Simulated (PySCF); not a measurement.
Compound: C4H4F3NO (charge +1 and doublet state).
Cartesian coordinates in Å at the GFN2-xTB level; atoms count from 1:
```
atom  x, y, z in Å
C1    -0.543    1.418   -0.339
C2    -0.378    0.115   -0.062
C3    -1.510   -0.854   -0.170
N4    -1.677   -1.802    0.586
O5     0.737   -0.520    0.354
C6     1.973    0.071    0.240
F7     2.872   -0.828    0.528
F8     2.170    0.529   -0.990
F9     2.085    1.098    1.071
H10   -1.462    1.800   -0.751
H11    0.206    2.158   -0.089
H12   -2.158   -0.604   -1.031
H13   -2.320   -2.581    0.635
```

The hyperfine couplings belong to this conformer and change with its torsions.

As a line formula: `[H]/N=C/[C]([CH2+])OC(F)(F)F` [radical] (charge +1).

Theory: UKS B3LYP, pcH-1 on C F H N O, non-relativistic, mean-field spin-orbit, GIAO in PySCF. Geometry: GFN2-xTB, one conformer, isolated ion. A GFN2-xTB geometry isn't a minimum of the functional, and hyperfine couplings can be far from their values at a DFT geometry, by a factor of two or more for some ions and for spin on atoms past the first row. The frame is twisted about the C2–C3 bond at this geometry (dihedral O5–C2–C3–N4 = 35°); couplings at other torsion angles weren't computed. The SCF solution wasn't tested for stability.

Q: Give the principal g shifts and their parts.

A: 
| Δg (ppm) | 1 | 2 | 3 |
| --- | --- | --- | --- |
| relativistic mass correction | -211 | -211 | -211 |
| gauge correction | 19 | 37 | 29 |
| orbital Zeeman/spin–orbit | 312 | 1829 | 2419 |
| total | 121 | 1655 | 2237 |

So g = 2.00244, 2.00397, 2.00456 and g_iso = 2.00366; the tensor is rhombic: the two nearest values differ by 28 % of g3 − g1. 

Q: What effective moment and Curie constant follow for a powder?

A: With the mean of g² = 4.0146 and S(S+1) = 0.75: μ_eff = √(⟨g²⟩S(S+1)) = 1.735 μB and χT = 0.12505·⟨g²⟩·S(S+1) = 0.377 cm³ K/mol (cgs; spin-Hamiltonian part alone).

Q: At 33.9 GHz, how far is the centre of the isotropic spectrum from where a free electron (g = 2.002319) resonates?

A: B = hν/(g μB) with μB/h = 13.99624 MHz/mT gives 1209.64 mT for the free electron and 1208.83 mT at g_iso, 0.81 mT lower.

Q: In a frozen sample, at which fields do the three g values resonate at 9.5, 34, 94 and 263 GHz (hyperfine left aside), and which band first spreads them over more than twice a line width of 0.5 mT?

A: 
```
band    GHz  B(g3) mT  B(g2) mT  B(g1) mT  spread mT
   X    9.5    338.61    338.70    338.96       0.36
   Q   34.0   1211.85   1212.20   1213.13       1.28
   W   94.0   3350.41   3351.38   3353.95       3.54
   J  263.0   9374.02   9376.74   9383.93       9.91
```

The spread grows in proportion to the frequency. Q band is the first where it exceeds 1.0 mT.

Largest spin populations (Mulliken): N4 (+0.55), C1 (+0.27), C2 (+0.10) and C3 (-0.10). The positive populations add up to 1.12 and the negative ones to -0.12, together 2S = 1.

The HOMO–LUMO gaps are 5.75 eV among the α and 1.77 eV among the β orbitals.

The SMILES draws the unpaired electron on C2; the largest computed Mulliken spin population is on N4 (0.55 against 0.10).
